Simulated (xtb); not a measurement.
Harmonic IR lines of one isomer of C2H5NSi, unscaled. Calculation: GFN2-xTB run with xtb.

wavenumber (cm⁻¹): 208 (w), 287 (w), 564 (w), 598 (w), 639 (w), 750 (m), 791 (m), 809 (m), 828 (s), 1153 (w), 1284 (m), 2216 (s), 2268 (vs), 2319 (m), 3423 (vw)

### Question
Say which structure gives these lines.
(A) `C#C[SiH2]N`
(B) `C=NC=[SiH2]`
(C) `C#CN[SiH3]`
(D) `NC#C[SiH3]`

### Answer
C, `C#CN[SiH3]`
